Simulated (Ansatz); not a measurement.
The lowest singlet and triplet of CH2S (SMILES C=S); geometries from B3LYP-D3(BJ)/def2-TZVP, each state relaxed from the structure named, with no frequency check.
Singlet (charge 0, multiplicity 1):
```xyz
4

C     -0.989     0.132     0.223
S      0.565    -0.075    -0.127
H     -1.561     0.979    -0.152
H     -1.540    -0.565     0.852
```
Triplet (charge 0, multiplicity 3):
```xyz
4

C     -1.0231     0.1733     0.2882
S      0.5784    -0.0925    -0.1546
H     -1.5685     1.0056    -0.1374
H     -1.5475    -0.5646     0.8815
```

A positive gap puts the triplet lower; no zero-point energy. R- takes a restricted singlet. The triplet is unrestricted in single-reference levels. Active spaces average the two states.

Frozen-core correlation.

Programs: Ansatz (an electronic-structure program). 

Q: Estimate the gap E(singlet) − E(triplet), adiabatic that SC-NEVPT2 on SA-CASSCF(4,3)/cc-pV(Q+d)Z returns for this input.

A: -44.6 kcal/mol

Q: Estimate the gap E(singlet) − E(triplet), adiabatic that R-BHLYP/def2-TZVPP returns for this input.

A: -34.4 kcal/mol

Q: Estimate the gap E(singlet) − E(triplet), adiabatic that R-wB97X-V/def2-TZVPP returns for this input.

A: -38.8 kcal/mol
